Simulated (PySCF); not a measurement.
A structure optimised at PBE-D3(BJ)/def2-TZVP, used in a PySCF frequency run:

```
Si
H 1 1.4854
H 1 1.4854 2 112.83
Cl 1 2.0559 2 108.42 3 120.10
Cl 1 2.0559 2 108.42 3 -120.10
```
Charge 0, spin multiplicity 1.

Question: Write its SMILES, formula and point group.

Answer: Cl[SiH2]Cl, Cl₂H₂Si, C2v

Question: What are its rotational constants (standard atomic weights)?

Answer: 13.929, 2.4651, 2.1494 GHz
